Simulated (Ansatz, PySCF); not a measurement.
C2H9FOSi2, SMILES O[Si@@H](C)[C@@H]([SiH3])F. Atoms are numbered in the order given.

```xyz
15

C     -2.0516    -0.1436    -0.7609
Si    -0.6172    -0.9676     0.1031
O     -1.0346    -1.5547     1.6107
C      0.7140     0.3395     0.4216
F      0.0546     1.5010     0.9033
Si     1.7680     0.8700    -1.0676
H     -2.9290    -0.8045    -0.8484
H     -1.7686     0.1694    -1.7793
H     -2.3456     0.7572    -0.1991
H     -0.0229    -2.0528    -0.7444
H     -1.8352    -2.0881     1.6695
H      1.3870    -0.0237     1.2242
H      2.6032    -0.2813    -1.5260
H      0.8808     1.3102    -2.1853
H      2.6486     2.0066    -0.6715
```
Charge 0, spin multiplicity 1.

The structure is a stationary point at r2SCAN-D4/def2-SVP. The structure was generated by enumeration; whether it is a known compound was not checked. One conformer was computed; it need not be the lowest.

Two levels are set side by side: PBE-D3(BJ)/def2-SVP (Ansatz, a quantum-chemistry and plane-wave program) and r2SCAN-D4/def2-SVP (Ansatz). Each level has its own optimised geometry; the coordinates shown are those of the second. Frequencies come from the Hessian of PySCF at each geometry. Differences are taken from unrounded values.

```csv
quantity,r2SCAN-D4
mean bond length (Å),1.436
bond C1–Si2 (Å),1.866
bond Si2–O3 (Å),1.671
bond Si2–C4 (Å),1.893
bond C4–F5 (Å),1.420
bond C4–Si6 (Å),1.900
bond C1–H7 (Å),1.102
bond C1–H8 (Å),1.102
bond C1–H9 (Å),1.102
bond Si2–H10 (Å),1.500
bond O3–H11 (Å),0.964
bond C4–H12 (Å),1.109
bond Si6–H13 (Å),1.494
bond Si6–H14 (Å),1.493
bond Si6–H15 (Å),1.491
highest harmonic wavenumber (cm⁻¹),3886
mean harmonic wavenumber (cm⁻¹),1163
zero-point energy (kcal/mol),64.83
```

Q: What does PBE-D3(BJ) give, and how far is it from r2SCAN-D4? (Estimate from the structure and the level; the computed values follow.)

A: 
| quantity | PBE-D3(BJ) | PBE-D3(BJ) minus r2SCAN-D4 |
|---|---|---|
| mean bond length (Å) | 1.446 | 0.009 |
| bond C1–Si2 (Å) | 1.878 | 0.012 |
| bond Si2–O3 (Å) | 1.687 | 0.016 |
| bond Si2–C4 (Å) | 1.904 | 0.011 |
| bond C4–F5 (Å) | 1.420 | 0.001 |
| bond C4–Si6 (Å) | 1.911 | 0.011 |
| bond C1–H7 (Å) | 1.109 | 0.007 |
| bond C1–H8 (Å) | 1.110 | 0.007 |
| bond C1–H9 (Å) | 1.108 | 0.007 |
| bond Si2–H10 (Å) | 1.511 | 0.011 |
| bond O3–H11 (Å) | 0.973 | 0.009 |
| bond C4–H12 (Å) | 1.116 | 0.007 |
| bond Si6–H13 (Å) | 1.505 | 0.011 |
| bond Si6–H14 (Å) | 1.504 | 0.011 |
| bond Si6–H15 (Å) | 1.503 | 0.011 |
| highest harmonic wavenumber (cm⁻¹) | 3766 | -121 |
| mean harmonic wavenumber (cm⁻¹) | 1133 | -30 |
| zero-point energy (kcal/mol) | 63.17 | -1.65 |
